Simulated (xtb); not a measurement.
C$_{7}$H$_{12}$O$_{2}$ (SMILES C=C(C)C(=O)OC(C)C), singlet, geometry from GFN2-xTB; xtb 6.7.1 with GFN2-xTB with ALPB(hexane).

xtb was given this input:
```
$ xtb mol.xyz --gfn 2 --alpb hexane --json

# file mol.xyz
21

C      2.49886392     0.41496650    -0.09857295
C      1.75635094    -0.54116509     0.44818952
C      2.30767317    -1.66965171     1.25949003
C      0.27403095    -0.56287619     0.29342406
O     -0.43535927    -1.41048866     0.78168372
O     -0.18309323     0.44933142    -0.44899844
C     -1.60130035     0.52108135    -0.66381330
C     -1.81606096     1.27894483    -1.96591546
C     -2.26883926     1.21046334     0.52176712
H      2.05916548     1.20921452    -0.67532085
H      3.57006251     0.42803160     0.01644383
H      3.38867609    -1.60073342     1.33850803
H      2.03584880    -2.61958287     0.80227429
H      1.86822066    -1.65670854     2.25547410
H     -1.98086283    -0.50600044    -0.74763162
H     -1.42574453     2.28935404    -1.87467858
H     -2.87692297     1.32634783    -2.19360694
H     -1.30062128     0.77927304    -2.78199954
H     -2.09719264     0.63641320     1.42903669
H     -1.85827709     2.20935727     0.65170196
H     -3.33904245     1.28371330     0.35090193
```

Problem. Predict the main parts of the log of this xtb run.

Solution. 
```
   ID    Z sym.   atoms
    1    6 C      1-4, 7-9
    2    8 O      5, 6
    3    1 H      10-21

           -------------------------------------------------
          |                Calculation Setup                |
           -------------------------------------------------

           -------------------------------------------------
          |                 G F N 2 - x T B                 |
           -------------------------------------------------

      * Solvation model:               ALPB
        Solvent                        hexane
        Parameter file                 internal GFN2-xTB/ALPB
        Dielectric constant                1.8800E+00
        Reference state                gsolv [1 M gas/solution]
        Free energy shift                  4.8134E-03 Eh       3.0204E+00 kcal/mol
        Temperature                        2.9815E+02 K
        Density                            6.6000E-01 kg/L
        Solvent mass                       8.6180E+01 g/mol
        Interaction kernel             P16
        Born radius scaling (c1)           1.1040E+00
        Born radii integrator          GBOBC
        Born offset                        0.0000E+00 a0       0.0000E+00 AA
        H-bond correction              false
        Ion screening                  false
        Surface tension                    1.0000E-05 Eh       1.5569E+01 dyn/cm
        Grid points                               230 per atom

          ...................................................
          :                      SETUP                      :
          :.................................................:
          :  # basis functions                  48          :
          :  # atomic orbitals                  48          :
          :  # shells                           30          :
          :  # electrons                        52          :
          :  max. iterations                   250          :
          :  Hamiltonian                  GFN2-xTB          :
          :  restarted?                      false          :
          :  GBSA solvation                   true          :
          :  PC potential                    false          :
          :  electronic temp.          300.0000000     K    :
          :  accuracy                    1.0000000          :
          :  -> integral cutoff          0.2500000E+02      :
          :  -> integral neglect         0.1000000E-07      :
[...]
         :: total energy             -29.244655759976 Eh    ::
[...]
 ---------------------------------------------------------------------------
     1   6 C    3.987 --     2 C    1.875    11 H    0.973    10 H    0.972
     2   6 C    3.985 --     1 C    1.875     3 C    1.030     4 C    0.994
     3   6 C    3.993 --     2 C    1.030    12 H    0.984    13 H    0.966
                            14 H    0.966
     4   6 C    3.911 --     5 O    1.700     6 O    1.138     2 C    0.994
     5   8 O    2.001 --     4 C    1.700     6 O    0.169
     6   8 O    2.302 --     4 C    1.138     7 C    0.914     5 O    0.169
     7   6 C    3.919 --     8 C    1.007     9 C    1.001    15 H    0.960
                             6 O    0.914
     8   6 C    3.991 --     7 C    1.007    18 H    0.985    16 H    0.984
                            17 H    0.983
     9   6 C    3.993 --     7 C    1.001    20 H    0.985    19 H    0.985
                            21 H    0.983
    10   1 H    0.996 --     1 C    0.972
    11   1 H    0.996 --     1 C    0.973
    12   1 H    0.996 --     3 C    0.984
    13   1 H    0.996 --     3 C    0.966
    14   1 H    0.996 --     3 C    0.966
    15   1 H    0.998 --     7 C    0.960
    16   1 H    0.996 --     8 C    0.984
    17   1 H    0.996 --     8 C    0.983
    18   1 H    0.997 --     8 C    0.985
    19   1 H    0.997 --     9 C    0.985
    20   1 H    0.997 --     9 C    0.985
    21   1 H    0.996 --     9 C    0.983
 ---------------------------------------------------------------------------

Topologies differ in total number of bonds
Writing topology from bond orders to xtbtopo.mol

molecular dipole:
                 x           y           z       tot (Debye)
 q only:        0.302       0.807      -0.431
   full:        0.313       0.810      -0.453       2.488
molecular quadrupole (traceless):
                xx          xy          yy          xz          yz          zz
 q only:        6.526      -5.320      -4.472       3.941       0.002      -2.054
  q+dip:        6.631      -4.262      -4.136       3.684       0.815      -2.496
   full:        6.093      -4.907      -4.553       3.749       1.653      -1.540

           -------------------------------------------------
          | TOTAL ENERGY              -29.244655759976 Eh   |
          | GRADIENT NORM               0.012623195488 Eh/α |
          | HOMO-LUMO GAP               3.895803208650 eV   |
           -------------------------------------------------

normal termination of xtb
```
